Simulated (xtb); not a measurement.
A run for xtb: GFN1-xTB on CH5N (SMILES CN), a point of a torsion scan.

```
$ xtb mol.xyz --gfn 1 --sp --chrg 0 --uhf 0
7

C     -0.57254075     0.05975072    -0.01866204
N      0.88235040     0.00292881    -0.10034717
H     -1.08560525    -0.62416307    -0.70564879
H     -0.88642398     1.07377970    -0.27804590
H     -0.89605296    -0.14470584     0.99904812
H      1.16956428    -0.24332658    -1.04192929
H      1.23526253    -0.73328976     0.50333987
```

Output:

```
[...]
           -------------------------------------------------
          |                Calculation Setup                |
           -------------------------------------------------



           -------------------------------------------------
          |                 G F N 1 - x T B                 |
           -------------------------------------------------

        Reference                      10.1021/acs.jctc.7b00118
      * Hamiltonian:
        H0-scaling (s, p, d)           1.850000    2.250000    2.000000
        zeta-weighting                 0.000000
      * Dispersion:
        s8                             2.400000
        a1                             0.630000
        a2                             5.000000
        s9                             0.000000
      * Repulsion:
        kExp                           1.500000
        rExp                           1.000000
      * Coulomb:
        alpha                          2.000000
        third order                    atomic
        anisotropic                    false
      * Halogen bond correction:
        rad-scale                      1.300000
        damping                        0.440000


          ...................................................
          :                      SETUP                      :
          :.................................................:
          :  # basis functions                  18          :
          :  # atomic orbitals                  18          :
          :  # shells                           14          :
          :  # electrons                        14          :
          :  # halogen bonds                     0          :
          :  max. iterations                   250          :
          :  Hamiltonian                  GFN1-xTB          :
          :  restarted?                      false          :
          :  GBSA solvation                  false          :
          :  PC potential                    false          :
          :  electronic temp.          300.0000000     K    :
          :  accuracy                    1.0000000          :
          :  -> integral cutoff          0.2500000E+02      :
          :  -> integral neglect         0.1000000E-07      :
          :  -> SCF convergence          0.1000000E-05 Eh   :
          :  -> wf. convergence          0.2000000E-04 e    :
          :  Broyden damping             0.4000000          :
          :  net charge                          0          :
          :  unpaired electrons                  0          :
          ...................................................

 iter      E             dE          RMSdq      gap      omega  full diag
   1     -8.0926574 -0.809266E+01  0.653E+00    6.70       0.0  T
   2     -8.1004977 -0.784030E-02  0.398E+00    7.20       1.0  T
   3     -8.1007685 -0.270739E-03  0.487E-01    7.61       1.0  T
   4     -8.1012500 -0.481492E-03  0.716E-02    7.48       1.0  T
   5     -8.1012635 -0.135254E-04  0.284E-02    7.48       1.3  T
   6     -8.1012663 -0.284342E-05  0.318E-03    7.47      11.9  T
   7     -8.1012664 -0.236256E-07  0.123E-04    7.47     307.1  T
   8     -8.1012664 -0.239133E-10  0.320E-05    7.47    1179.7  T

   *** convergence criteria satisfied after 8 iterations ***

         #    Occupation            Energy/Eh            Energy/eV
      -------------------------------------------------------------
         1        2.0000           -0.7427292             -20.2107
         2        2.0000           -0.6206650             -16.8892
         3        2.0000           -0.5565129             -15.1435
         4        2.0000           -0.5335105             -14.5176
         5        2.0000           -0.5056147             -13.7585
         6        2.0000           -0.4860731             -13.2267
         7        2.0000           -0.3996686             -10.8755 (HOMO)
         8                         -0.1252852              -3.4092 (LUMO)
         9                         -0.1042963              -2.8380
        10                         -0.0734043              -1.9974
        11                         -0.0568126              -1.5459
        12                         -0.0290504              -0.7905
       ...                                ...                  ...
        18                          0.5452056              14.8358
      -------------------------------------------------------------
                  HL-Gap            0.2743834 Eh            7.4664 eV
             Fermi-level           -0.2624769 Eh           -7.1424 eV

 SCC (total)                   0 d,  0 h,  0 min,  0.004 sec
 SCC setup                      ...        0 min,  0.000 sec (  3.984%)
 Dispersion                     ...        0 min,  0.000 sec (  1.956%)
 classical contributions        ...        0 min,  0.000 sec (  0.883%)
 integral evaluation            ...        0 min,  0.001 sec ( 16.600%)
 iterations                     ...        0 min,  0.002 sec ( 39.693%)
 molecular gradient             ...        0 min,  0.001 sec ( 30.685%)
 printout                       ...        0 min,  0.000 sec (  5.857%)

         :::::::::::::::::::::::::::::::::::::::::::::::::::::
         ::                     SUMMARY                     ::
         :::::::::::::::::::::::::::::::::::::::::::::::::::::
         :: total energy              -8.008056512080 Eh    ::
         :: gradient norm              0.012331502623 Eh/a0 ::
         :: HOMO-LUMO gap              7.466351840845 eV    ::
         ::.................................................::
         :: SCC energy                -8.101266368848 Eh    ::
         :: -> electrostatic           0.018252177529 Eh    ::
         :: repulsion energy           0.094266930965 Eh    ::
         :: dispersion energy         -0.001057074198 Eh    ::
         :: halogen bond corr.         0.000000000000 Eh    ::
         :: add. restraining           0.000000000000 Eh    ::
         :: total charge               0.000000000000 e     ::
         :::::::::::::::::::::::::::::::::::::::::::::::::::::

           -------------------------------------------------
          |                Property Printout                |
           -------------------------------------------------

    * Orbital Energies and Occupations

         #    Occupation            Energy/Eh            Energy/eV
      -------------------------------------------------------------
         1        2.0000           -0.7427292             -20.2107
         2        2.0000           -0.6206650             -16.8892
         3        2.0000           -0.5565129             -15.1435
         4        2.0000           -0.5335105             -14.5176
         5        2.0000           -0.5056147             -13.7585
         6        2.0000           -0.4860731             -13.2267
         7        2.0000           -0.3996686             -10.8755 (HOMO)
         8                         -0.1252852              -3.4092 (LUMO)
         9                         -0.1042963              -2.8380
        10                         -0.0734043              -1.9974
        11                         -0.0568126              -1.5459
        12                         -0.0290504              -0.7905
        13                          0.0996030               2.7103
        14                          0.2279084               6.2017
        15                          0.2626319               7.1466
        16                          0.3181363               8.6569
        17                          0.4442726              12.0893
        18                          0.5452056              14.8358
      -------------------------------------------------------------
                  HL-Gap            0.2743834 Eh            7.4664 eV
Note: The following floating-point exceptions are signalling: IEEE_DENORMAL
normal termination of xtb
             Fermi-level           -0.2624769 Eh           -7.1424 eV

  Mulliken/CM5 charges         n(s)   n(p)   n(d)
     1C     0.06228 -0.03347   0.975  2.962  0.000
     2N    -0.48759 -0.94251   1.458  4.030  0.000
     3H     0.00875  0.06661   0.991  0.000  0.000
     4H     0.01832  0.07894   0.982  0.000  0.000
     5H     0.02007  0.08067   0.980  0.000  0.000
     6H     0.18955  0.37549   0.810  0.000  0.000
     7H     0.18862  0.37428   0.811  0.000  0.000

Wiberg/Mayer (AO) data.
largest (>0.10) Wiberg bond orders for each atom

 ---------------------------------------------------------------------------
     #   Z sym  total        # sym  WBO       # sym  WBO       # sym  WBO
 ---------------------------------------------------------------------------
     1   6 C    3.979 --     2 N    1.004     5 H    0.991     4 H    0.991
                             3 H    0.986
     2   7 N    2.955 --     1 C    1.004     7 H    0.961     6 H    0.961
     3   1 H    1.004 --     1 C    0.986
     4   1 H    1.018 --     1 C    0.991
     5   1 H    1.008 --     1 C    0.991
     6   1 H    0.973 --     2 N    0.961
     7   1 H    0.974 --     2 N    0.961
 ---------------------------------------------------------------------------

Topologies differ in total number of bonds
Writing topology from bond orders to xtbtopo.mol

 dipole moment from electron density (au)
     X       Y       Z
  -0.1589  -0.6945  -0.2049  total (Debye):    1.884


           -------------------------------------------------
          | TOTAL ENERGY               -8.008056512080 Eh   |
          | GRADIENT NORM               0.012331502623 Eh/α |
          | HOMO-LUMO GAP               7.466351840845 eV   |
           -------------------------------------------------

------------------------------------------------------------------------
------------------------------------------------------------------------
 total:
 SCF:
```

The run finished.

Cost: about 0.06 core-seconds (a rough figure).
